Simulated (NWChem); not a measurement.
System: 1,2,4-triazole (C2H3N3); SMILES c1ncn[nH]1

Input file for NWChem:

```
start job
memory heap 200 mb stack 900 mb global 1100 mb
geometry units angstroms noautosym nocenter noautoz
  C      1.058512     0.354300     0.000000
  N      0.008958     1.211943     0.000000
  C     -1.026327     0.403248     0.000000
  N     -0.600611    -0.874802     0.000000
  N      0.733222    -0.924497     0.000000
  H      2.098416     0.679785     0.000000
  H     -2.078884     0.686061     0.000000
  H     -1.143883    -1.729721     0.000000
end
basis spherical
  C library 6-311++g**
  N library 6-311++g**
  H library 6-311++g**
end
dft
  xc pbe0
  iterations 150
end
cosmo
  do_cosmo_smd true
  solvent water
end
task dft energy
```

Excerpt of the output:

```
             Northwest Computational Chemistry Package (NWChem) 7.3.0
             --------------------------------------------------------

                             Geometry "geometry" -> ""
                             -------------------------

 Output coordinates in angstroms (scale by  1.889725989 to convert to a.u.)

  No.       Tag          Charge          X              Y              Z
 ---- ---------------- ---------- -------------- -------------- --------------
    1 C                    6.0000     1.05851200     0.35430000     0.00000000
    2 N                    7.0000     0.00895800     1.21194300     0.00000000
    3 C                    6.0000    -1.02632700     0.40324800     0.00000000
    4 N                    7.0000    -0.60061100    -0.87480200     0.00000000
    5 N                    7.0000     0.73322200    -0.92449700     0.00000000
    6 H                    1.0000     2.09841600     0.67978500     0.00000000
    7 H                    1.0000    -2.07888400     0.68606100     0.00000000
    8 H                    1.0000    -1.14388300    -1.72972100     0.00000000

 Effective nuclear repulsion energy (a.u.)     166.2246636580

                                 NWChem DFT Module
                                 -----------------

 Summary of "ao basis" -> "ao basis" (spherical)
 ------------------------------------------------------------------------------
       Tag                 Description            Shells   Functions and Types
 ---------------- ------------------------------  ------  ---------------------
 C                         6-311++g**               10       22   5s4p1d
 N                         6-311++g**               10       22   5s4p1d
 H                         6-311++g**                5        7   4s1p

 in cosmo_initialize ...
 calling solv_data for solv:h2o

 solvent parameters
 solvname_short: h2o
 solvname_long:  water
 dielec:       78.4000
 dielecinf:     1.7769
 aqueous SMD model solvent descriptors
 dielec:       78.4000
 sola:          0.8200

          ---------------
          -cosmo- solvent
          ---------------
 Cosmo: York-Karplus, doi: 10.1021/jp992097l
 dielectric constant -eps-     =  78.40
 screen = (eps-1)/(eps    )    =   0.98724
 surface charge correction     = lagrangian

   van der Waals surface
 --------------------------

[...]

                                COSMO-SMD solvation results
                                ---------------------------

             internal energy in gas <Psi(g)|H|Psi(g)> =      -242.045269563043
         internal energy in solvent <Psi(s)|H|Psi(s)> =      -242.041466646481
                               delta internal energy  =         0.003802916562 (    2.39 kcal/mol)
   total free energy in solvent <Psi(s)|H+V/2|Psi(s)> =      -242.064190549736
 polarization energy contribution <Psi(s)|V/2|Psi(s)> =        -0.022723903255 (  -14.26 kcal/mol)
    total free energy in solvent including G(SMD-CDS) =      -242.063587434383
                       G(SMD-CDS) energy contribution =         0.000603115354 (    0.38 kcal/mol)
     1 M fixed-concentration free energy of solvation =        -0.018317871340 (  -11.49 kcal/mol)

                       DFT Final Molecular Orbital Analysis
                       ------------------------------------

 Vector   16  Occ=2.000000D+00  E=-3.308729D-01
              MO Center= -5.9D-02,  3.3D-01, -1.2D-08, r^2= 2.0D+00
   Bfn.  Coefficient  Atom+Function         Bfn.  Coefficient  Atom+Function
  ----- ------------  ---------------      ----- ------------  ---------------
    31      0.301125  2 N  pz                35      0.271802  2 N  pz
    75     -0.236526  4 N  pz                79     -0.227884  4 N  pz
    27      0.193424  2 N  pz                71     -0.150068  4 N  pz
    97     -0.146254  5 N  pz               101     -0.128228  5 N  pz
     9      0.119056  1 C  pz                53      0.109018  3 C  pz

 Vector   17  Occ=2.000000D+00  E=-3.172538D-01
              MO Center=  2.6D-01,  5.4D-01,  1.5D-08, r^2= 2.5D+00
   Bfn.  Coefficient  Atom+Function         Bfn.  Coefficient  Atom+Function
  ----- ------------  ---------------      ----- ------------  ---------------
    30      0.309565  2 N  py                32      0.277930  2 N  s
    34      0.247172  2 N  py                96      0.226564  5 N  py
    54     -0.215263  3 C  s                 26      0.207995  2 N  py
   100      0.193984  5 N  py                76      0.167313  4 N  s
    92      0.152357  5 N  py                28      0.146371  2 N  s

 Vector   18  Occ=2.000000D+00  E=-2.939001D-01
              MO Center=  1.8D-01, -2.2D-01, -5.7D-09, r^2= 2.2D+00
   Bfn.  Coefficient  Atom+Function         Bfn.  Coefficient  Atom+Function
  ----- ------------  ---------------      ----- ------------  ---------------
    97      0.246292  5 N  pz               101      0.241751  5 N  pz
     9      0.239579  1 C  pz                53     -0.230886  3 C  pz
    13      0.204515  1 C  pz                57     -0.190868  3 C  pz
    79     -0.184123  4 N  pz                75     -0.182953  4 N  pz
    93      0.158945  5 N  pz                 5      0.145681  1 C  pz

 Vector   19  Occ=0.000000D+00  E=-1.637602D-03
              MO Center= -2.7D-01, -9.0D-02, -2.3D-10, r^2= 3.2D+00
   Bfn.  Coefficient  Atom+Function         Bfn.  Coefficient  Atom+Function
  ----- ------------  ---------------      ----- ------------  ---------------
    61      0.505840  3 C  pz                57      0.487220  3 C  pz
    83     -0.465770  4 N  pz               105      0.422678  5 N  pz
    79     -0.382697  4 N  pz               101      0.352426  5 N  pz
    17     -0.287780  1 C  pz                53      0.267472  3 C  pz
    75     -0.253843  4 N  pz                13     -0.250042  1 C  pz

[...]
```

Level: PBE0/6-311++G** (spherical d), SMD on the gas-phase geometry. Structure relaxed at the PBE0/def2-SVP level. Solvent: water.
